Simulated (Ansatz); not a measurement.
Wavefunction ladder for `O[SiH][SiH](O)F` radical

```
atom   x (Å)   y (Å)   z (Å)
  O1   0.826   0.803  -1.470
 Si2  -0.724   0.305  -1.110
 Si3  -0.398  -0.724   0.976
  O4   1.194  -1.094   1.021
  F5  -0.794   0.262   2.174
  H6   0.939   1.473  -2.147
  H7  -1.662   1.471  -1.165
  H8  -1.155  -1.970   1.213
  H9   1.775  -0.526   0.507
```

Charge 0, multiplicity 2. All single points use the PBE0-D4/def2-TZVP geometry. It is one conformer, not always the lowest. Frozen core, unrestricted reference, Ansatz 0.2.0. CBS rows extrapolate triple and quadruple zeta; past MP2 they add the triple-zeta difference.

| basis | HF (Eh) | MP2 corr. |
| --- | --- | --- |
| def2-TZVPP | -829.62595 | -0.94571 |
| def2-QZVPP | -829.65683 | -1.02814 |

(1) Estimate the CCSD correlation energy and the (T) correction in each basis where they were run (hartree).

Results:

(1) 
| basis | CCSD corr. | (T) |
| --- | --- | --- |
| def2-TZVPP | -0.97466 | -0.03315 |
| CBS(def2) | -1.11815 | as TZ |
